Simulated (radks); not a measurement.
The numbers below are computed, except where a source is named.
Task: Ce IV, 55 electrons, occupied as [Xe] 4f1 (the NIST ground configuration). Code: a radial shooting solver on a logarithmic mesh with Libxc functionals. Model: Dirac Kohn-Sham, LDA (Slater exchange, Perdew-Wang correlation), spin-unpolarised, spherical densities, finite nucleus; open shells fill j = l - 1/2 first; Fermi nuclear charge, rms radius 4.8771 fm. Some entries of the table are withheld. Estimate them.

orbital,occ.,eigenvalue (eV),r(max) (bohr)
1s1/2,2,-40213.68,0.01575
2s1/2,2,-6457.354,0.08930
2p1/2,2,-6101.126,0.06799
2p3/2,4,-5655.107,0.07325
3s1/2,2,-1408.569,0.2551
3p1/2,2,-1257.307,0.2417
3p3/2,4,-1169.700,0.2532
3d3/2,4,-904.0832,0.2032
3d5/2,6,-885.2479,0.2064
4s1/2,2,-303.4248,0.5934
4p1/2,2,-247.2352,(1)
4p3/2,4,-228.2789,(2)
4d3/2,4,-135.8327,0.6478
4d5/2,6,-132.5127,0.6559
5s1/2,2,-63.8243,1.365
5p1/2,2,-48.1137,(3)
5p3/2,4,-45.1704,(4)
4f5/2,1,-29.1356,0.7047
4f7/2,0,-28.7910,0.7095

Result: 
(1) 4p1/2 r(max) (bohr): 0.6025
(2) 4p3/2 r(max) (bohr): 0.6272
(3) 5p1/2 r(max) (bohr): 1.487
(4) 5p3/2 r(max) (bohr): 1.552
